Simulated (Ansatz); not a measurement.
Geometry optimisation, RKS PBE/def2-SVP in Ansatz 0.2.0.

Input:

```yaml
crystal:
  periodic: [false, false, false]
  atoms:
    - { symbol: W, position_ang: [0.0, 0.0, 0.0] }
    - { symbol: F, position_ang: [0.0, 0.0, 1.85] }
    - { symbol: H, position_ang: [1.72, 0.0, 0.0] }
    - { symbol: Cl, position_ang: [0.0, 2.39, 0.0] }
    - { symbol: H, position_ang: [-1.72, 0.0, 0.0] }
    - { symbol: F, position_ang: [0.0, -1.85, 0.0] }
    - { symbol: F, position_ang: [0.0, 0.0, -1.85] }
basis:
  gaussian: { orbitals: def2-SVP }
hamiltonian:
  xc: pbe
relax:
  f_tol: 0.02
  max_steps: 40
```

Command:

```bash
$ ansatz run input.yaml --threads 2 --pin off --max-ram 3072MiB --backend cpu --events-out ev --progress --plain --runs-dir out
```

Problem. Where does it end, and by what steps?

Solution. The forces met the threshold. After 7 steps the energy has fallen by 1.526 eV; H3 moved furthest, 0.63 Å.

| step | energy less start (eV) | largest force component (eV/Å) | accepted |
| --- | --- | --- | --- |
| 0 | 0.0000 | 1.721 | yes |
| 1 | -0.4943 | 0.695 | yes |
| 2 | -0.8669 | 1.149 | yes |
| 3 | -1.2848 | 0.940 | yes |
| 4 | -1.5237 | 0.153 | yes |
| 5 | -1.5260 | 0.043 | yes |
| 6 | -1.5263 | 0.037 | yes |
| 7 | -1.5264 | 0.015 | yes |

```xyz
7
Properties=species:S:1:pos:R:3
W 0.000 -0.197 0.000
F 0.000 -0.313 1.846
H 1.481 0.587 0.000
Cl 0.000 2.276 0.000
H -1.481 0.587 0.000
F 0.000 -2.089 0.000
F 0.000 -0.313 -1.846
```

Whether the end is a true minimum wasn't checked by a vibrational analysis.

Time of the run: 28 s on 2 threads of Arm Neoverse V2, on a shared host, peak memory 0.2 GiB.
